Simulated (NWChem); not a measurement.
All runs are NWChem calculations. System: diboron tetrafluoride (B2F4), charge 0, spin multiplicity 1, at a geometry optimised with B3LYP/def2-SVP. Level: RHF/def2-TZVP.

Input file:

```
start mol
memory heap 200 mb stack 900 mb global 1100 mb
geometry units angstroms nocenter noautoz
  F      0.000000    -1.124344    -1.555462
  B      0.000000     0.000000    -0.861539
  F      0.000000     1.124344    -1.555462
  B      0.000000     0.000000     0.861539
  F      1.124344     0.000000     1.555461
  F     -1.124344     0.000000     1.555461
  symmetry group C2v
end
basis spherical
  * library def2-tzvp
end
scf
  rhf
  nopen 0
  maxiter 100
  thresh 1e-7
  semidirect memsize 60000000 filesize 0
end
task scf energy
```

NWChem printed:

```
             Northwest Computational Chemistry Package (NWChem) 7.3.0
             --------------------------------------------------------

                                NWChem Input Module
                                -------------------

 Scaling coordinates for geometry "geometry" by  1.889725989
 (inverse scale =  0.529177249)

 Turning off AUTOSYM since
 SYMMETRY directive was detected!

                             Geometry "geometry" -> ""
                             -------------------------

 Output coordinates in angstroms (scale by  1.889725989 to convert to a.u.)

  No.       Tag          Charge          X              Y              Z
 ---- ---------------- ---------- -------------- -------------- --------------
    1 F                    9.0000     0.00000000    -1.12434400    -1.55546200
    2 B                    5.0000     0.00000000     0.00000000    -0.86153900
    3 F                    9.0000     0.00000000     1.12434400    -1.55546200
    4 B                    5.0000     0.00000000     0.00000000     0.86153900
    5 F                    9.0000     1.12434400     0.00000000     1.55546100
    6 F                    9.0000    -1.12434400     0.00000000     1.55546100

 Effective nuclear repulsion energy (a.u.)     202.7003659806

            Nuclear Dipole moment (a.u.)
            ----------------------------
        X                 Y               Z
 ---------------- ---------------- ----------------
     0.0000000000     0.0000000000    -0.0000340151

      Symmetry information
      --------------------

 Group name             C2v
 Group number             16
 Group order               4
 No. of unique centers     4

      Symmetry unique atoms

     1    2    4    5


 Summary of "ao basis" -> "" (spherical)
 ------------------------------------------------------------------------------
       Tag                 Description            Shells   Functions and Types
 ---------------- ------------------------------  ------  ---------------------
 *                         def2-tzvp                  on all atoms

 Summary of "ao basis" -> "ao basis" (spherical)
 ------------------------------------------------------------------------------
       Tag                 Description            Shells   Functions and Types
 ---------------- ------------------------------  ------  ---------------------
 F                         def2-tzvp                11       31   5s3p2d1f
 B                         def2-tzvp                11       31   5s3p2d1f

                                 NWChem SCF Module
                                 -----------------

  ao basis        = "ao basis"
  functions       =   186
  atoms           =     6
  closed shells   =    23
  open shells     =     0
  charge          =   0.00
  wavefunction    = RHF
  use symmetry    = T
  symmetry adapt  = T

 Summary of "ao basis" -> "ao basis" (spherical)
 ------------------------------------------------------------------------------
       Tag                 Description            Shells   Functions and Types
 ---------------- ------------------------------  ------  ---------------------
 F                         def2-tzvp                11       31   5s3p2d1f
 B                         def2-tzvp                11       31   5s3p2d1f

      Symmetry analysis of basis
      --------------------------

        a1         70
        a2         26
        b1         45
        b2         45

 Forming initial guess at       0.2s

      Superposition of Atomic Density Guess
      -------------------------------------

 Sum of atomic energies:        -446.74173917

      Non-variational initial energy
      ------------------------------

 Total energy =    -448.192117
 1-e energy   =   -1024.381808
 2-e energy   =     373.489325
 HOMO         =      -0.422414
 LUMO         =       0.035015

      Symmetry analysis of molecular orbitals - initial
      -------------------------------------------------

  Numbering of irreducible representations:

     1 a1          2 a2          3 b1          4 b2

  Orbital symmetries:

     1 a1          2 a1          3 b1          4 b2          5 a1
     6 a1          7 a1          8 a1          9 b1         10 b2
    11 a1         12 a1         13 b1         14 b2         15 a1
    16 b2         17 b1         18 a1         19 a2         20 a2
    21 b1         22 b2         23 a1         24 b1         25 b2
    26 a1         27 a1         28 b1         29 b2         30 b2
    31 b1         32 a1         33 a1

 Starting SCF solution at       3.8s

 ----------------------------------------------
         Quadratically convergent ROHF

 Convergence threshold     :          1.000E-07
 Maximum no. of iterations :          100
 Final Fock-matrix accuracy:          1.000E-09
 ----------------------------------------------

              iter       energy          gnorm     gmax       time
             ----- ------------------- --------- --------- --------
                 1     -447.4465366695  1.51D+00  3.30D-01      4.3
                 2     -447.5573482980  3.91D-01  8.98D-02      4.9
                 3     -447.5686749113  2.31D-02  6.30D-03      5.7
                 4     -447.5687253143  1.18D-04  2.46D-05      7.0
                 5     -447.5687253156  1.31D-08  2.99D-09      8.8

       Final RHF  results
       ------------------

         Total SCF energy =   -447.568725315566
      One-electron energy =  -1026.944704851503
      Two-electron energy =    376.675613555289
 Nuclear repulsion energy =    202.700365980649

        Time for solution =      5.1s

       Symmetry analysis of molecular orbitals - final
       -----------------------------------------------

  Numbering of irreducible representations:

     1 a1          2 a2          3 b1          4 b2

  Orbital symmetries:

     1 b1          2 b2          3 a1          4 a1          5 a1
     6 a1          7 a1          8 a1          9 b1         10 b2
    11 a1         12 a1         13 b1         14 b2         15 a1
    16 b2         17 b1         18 a1         19 a2         20 a2
    21 b1         22 b2         23 a1         24 b1         25 b2
    26 a1         27 a1         28 b2         29 b1         30 a1
    31 b1         32 b2         33 a1

             Final eigenvalues
             -----------------

              1
    1  -26.3316
    2  -26.3316
    3  -26.3316
    4  -26.3316
    5   -7.7310
    6   -7.7304
    7   -1.6645
    8   -1.6619
    9   -1.6307
   10   -1.6307
   11   -0.8530
   12   -0.8332
   13   -0.7789
   14   -0.7789
   15   -0.7786
   16   -0.7293
   17   -0.7293
   18   -0.7228
   19   -0.6778
   20   -0.6748
   21   -0.6697
   22   -0.6697
   23   -0.5251
   24    0.0961
   25    0.0961
   26    0.1149
   27    0.1467
   28    0.2208
   29    0.2208
   30    0.2311
   31    0.2343
   32    0.2343
   33    0.2485

                       ROHF Final Molecular Orbital Analysis
                       -------------------------------------

 Vector   21  Occ=2.000000D+00  E=-6.697191D-01  Symmetry=b1
              MO Center= -1.4D-15, -3.2D-16,  1.5D+00, r^2= 1.8D+00
   Bfn.  Coefficient  Atom+Function         Bfn.  Coefficient  Atom+Function
  ----- ------------  ---------------      ----- ------------  ---------------
   130      0.274841  5 F  px               161      0.274841  6 F  px
   133      0.237443  5 F  px               164      0.237443  6 F  px
   132     -0.228624  5 F  pz               163      0.228624  6 F  pz
   135     -0.200189  5 F  pz               166      0.200189  6 F  pz

 Vector   22  Occ=2.000000D+00  E=-6.697188D-01  Symmetry=b2
              MO Center= -2.3D-16,  1.1D-13, -1.5D+00, r^2= 1.8D+00
   Bfn.  Coefficient  Atom+Function         Bfn.  Coefficient  Atom+Function
  ----- ------------  ---------------      ----- ------------  ---------------
     7      0.274841  1 F  py                69      0.274841  3 F  py
    10      0.237443  1 F  py                72      0.237443  3 F  py
     8     -0.228624  1 F  pz                70      0.228624  3 F  pz
    11     -0.200189  1 F  pz                73      0.200189  3 F  pz

 Vector   23  Occ=2.000000D+00  E=-5.250845D-01  Symmetry=a1
              MO Center= -1.3D-14, -4.6D-13, -3.2D-07, r^2= 2.0D+00
   Bfn.  Coefficient  Atom+Function         Bfn.  Coefficient  Atom+Function
  ----- ------------  ---------------      ----- ------------  ---------------
    39      0.233248  2 B  pz               101     -0.233248  4 B  pz
    42      0.186808  2 B  pz               104     -0.186808  4 B  pz
     8     -0.165045  1 F  pz                70     -0.165045  3 F  pz
   132      0.165045  5 F  pz               163      0.165045  6 F  pz

 Vector   24  Occ=0.000000D+00  E= 9.605307D-02  Symmetry=b1
              MO Center=  3.7D-15, -4.1D-16, -4.8D-01, r^2= 4.2D+00
   Bfn.  Coefficient  Atom+Function         Bfn.  Coefficient  Atom+Function
  ----- ------------  ---------------      ----- ------------  ---------------
    43      0.569714  2 B  px               105      0.414785  4 B  px
   102     -0.250358  4 B  px                37      0.246405  2 B  px
    40      0.238931  2 B  px                12     -0.196384  1 F  px
    74     -0.196384  3 F  px               116      0.156259  4 B  d  1

 Vector   25  Occ=0.000000D+00  E= 9.605308D-02  Symmetry=b2
              MO Center=  1.9D-15,  8.3D-14,  4.8D-01, r^2= 4.2D+00
   Bfn.  Coefficient  Atom+Function         Bfn.  Coefficient  Atom+Function
  ----- ------------  ---------------      ----- ------------  ---------------
   106      0.569714  4 B  py                44      0.414785  2 B  py
    41     -0.250356  2 B  py               100      0.246404  4 B  py
   103      0.238931  4 B  py               137     -0.196384  5 F  py
   168     -0.196384  6 F  py                52      0.156259  2 B  d -1

 Vector   26  Occ=0.000000D+00  E= 1.148542D-01  Symmetry=a1
              MO Center= -2.7D-14,  6.8D-14,  5.6D-06, r^2= 8.3D+00
   Bfn.  Coefficient  Atom+Function         Bfn.  Coefficient  Atom+Function
  ----- ------------  ---------------      ----- ------------  ---------------
    35      2.285005  2 B  s                 97      2.285016  4 B  s
    36     -1.540949  2 B  s                 98     -1.540957  4 B  s
    42     -0.458839  2 B  pz               104      0.458839  4 B  pz
     5     -0.451455  1 F  s                 67     -0.451455  3 F  s
   129     -0.451458  5 F  s                160     -0.451458  6 F  s

 center of mass
 --------------
 x =   0.00000000 y =   0.00000000 z =  -0.00000073

 moments of inertia (a.u.)
 ------------------
         886.482623933040           0.000000000000           0.000000000000
           0.000000000000         886.482623933040           0.000000000000
           0.000000000000           0.000000000000         343.062385688551

  Mulliken analysis of the total density
  --------------------------------------

    Atom       Charge   Shell Charges
 -----------   ------   -------------------------------------------------------
    1 F    9     9.32   0.77  1.20  0.60  0.99  0.37  2.25  2.28  0.86  0.00  0.01  0.00
    2 B    5     4.36   0.91  1.07  0.48  0.24  0.04  0.85  0.43  0.02  0.13  0.13  0.06
    3 F    9     9.32   0.77  1.20  0.60  0.99  0.37  2.25  2.28  0.86  0.00  0.01  0.00
    4 B    5     4.36   0.91  1.07  0.48  0.24  0.04  0.85  0.43  0.02  0.13  0.13  0.06
    5 F    9     9.32   0.77  1.20  0.60  0.99  0.37  2.25  2.28  0.86  0.00  0.01  0.00
    6 F    9     9.32   0.77  1.20  0.60  0.99  0.37  2.25  2.28  0.86  0.00  0.01  0.00

       Multipole analysis of the density wrt the origin
       ------------------------------------------------

     L   x y z        total         open         nuclear
     -   - - -        -----         ----         -------
     0   0 0 0     -0.000000      0.000000     46.000000

     1   1 0 0      0.000000      0.000000      0.000000
     1   0 1 0      0.000000      0.000000      0.000000
     1   0 0 1      0.000003      0.000000     -0.000034

     2   2 0 0    -23.044516      0.000000     81.258460
     2   1 1 0      0.000000      0.000000      0.000000
     2   1 0 1     -0.000000      0.000000      0.000000
     2   0 2 0    -23.044519      0.000000     81.258460
     2   0 1 1     -0.000000      0.000000      0.000000
     2   0 0 2    -26.723227      0.000000    337.547968

 Task  times  cpu:        8.9s     wall:        8.9s

 Total times  cpu:        8.9s     wall:        8.9s
```
